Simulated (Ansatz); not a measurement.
`BC(C)Cl` and `B[CH](C)[ZnH]` differ in one atom or group.

Ansatz, PBE0-D4/def2-TZVP geometries, multiplicity 1. 

Scalar relativity is left out up to krypton.

| property | `BC(C)Cl` |
| --- | --- |
| size of the dipole moment (PBE/def2-TZVPP) / D | 1.98 |
| HOMO energy (B3LYP/def2-TZVPP) / eV | -8.49 |
| LUMO energy (ωB97M-V/def2-TZVPP) / eV | 1.50 |
| LUMO energy (B3LYP/def2-TZVPP) / eV | -0.63 |
| LUMO energy (PBE/def2-TZVPP) / eV | -1.43 |
| size of the dipole moment (ωB97M-V/def2-TZVPP) / D | 1.98 |

**Question.** Give the same properties after the change, and the shifts. (An estimate is asked.)

**Answer.** Computed: 
```tsv
property	`B[CH](C)[ZnH]`	shift
size of the dipole moment (PBE/def2-TZVPP) / D	1.72	-0.26
HOMO energy (B3LYP/def2-TZVPP) / eV	-7.13	1.36
LUMO energy (ωB97M-V/def2-TZVPP) / eV	0.26	-1.24
LUMO energy (B3LYP/def2-TZVPP) / eV	-1.61	-0.98
LUMO energy (PBE/def2-TZVPP) / eV	-2.23	-0.80
size of the dipole moment (ωB97M-V/def2-TZVPP) / D	1.63	-0.35
```

With PBE0 the HOMO rises by 1.38 eV and the LUMO falls by 1.03 eV, so the gap narrows by about 2.41 eV. PBE moves the HOMO by 1.05 eV and ωB97M-V by 1.52 eV. Dipoles are sizes alone; their direction can turn.

B3LYP here is the variant with VWN-RPA as its local correlation; programs differ in this.
